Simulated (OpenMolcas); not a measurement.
## Ag4+: moving or changing the point charges

Ag4+ among 4 point charges of -2.5 e arranged as a tetrahedron (Td), 2.29 Å from the ion.
```
   1.3221    1.3221    1.3221  -2.50
   1.3221   -1.3221   -1.3221  -2.50
  -1.3221    1.3221   -1.3221  -2.50
  -1.3221   -1.3221    1.3221  -2.50
```

```yaml
Program: OpenMolcas
Method: "SS-CASPT2, IPEA 0.25 Eh, imaginary shift 0.1 Eh (closed shells correlated: 4s 4p)"
Basis: ANO-RCC-VDZP [6s5p3d1f]
Scalar_Hamiltonian: DKH2, point nucleus
Active_space: 7 electrons in 5 orbitals (4d)
State_averaging: 2S+1 = 4 even, 10 roots; 2S+1 = 2 even, 40 roots
Spin-orbit_coupling: state interaction with AMFI integrals over the reference wave functions
```

Runs around this geometry, states (labels of Td). Energies in cm-1 above the lowest state or level, χT in cm3 K/mol.

```tsv
R (Å)	q (e)	Ground state	First state of that spin	First gap with spin-orbit (degeneracies)	χT at 300 K	First state of another spin
2.14	-2	4A2	4T2 1460	1100 (4, 4)	4.588	2E 17100
1.98	-2.5	4A2	4T2 2580	2010 (4, 4)	4.235	2E 17650
2.29	-2.5	4A2	4T2 1380	1010 (4, 4)	4.630	2E 16990
```

Taking the first state of the same spin as R^-n, n = -ln(1380 / 2580) / ln(2.29 / 1.98) = 4.3 between the shortest and longest distance.

Roots that are degenerate in the reference are averaged as groups; the widest CASPT2 spread within a group is 310 cm-1 (the 3-fold group of multiplicity 4 near 2580 cm-1 above the lowest state of its run, R = 1.98, q = -2.5). Shifts and gaps below about the spread of the groups concerned are not significant. Free-ion shares, where given, are those of the reference states; single-state CASPT2 does not remix them. Spin-orbit coupling mixes the spin-free states strongly: the lowest level takes only 52 % from its leading state, 4A2 (figures for R = 2.14, q = -2; the like holds for R = 1.98, q = -2.5, R = 2.29, q = -2.5). The ground term spreads over less than 5000 cm-1, several times less than with real ligands, so orbital moments are less quenched and χT lies further from the spin-only value than at real sites (holds for R = 2.14, q = -2; R = 2.29, q = -2.5). This is an electrostatic model: the charges have no orbitals. No measured value stands beside these numbers.
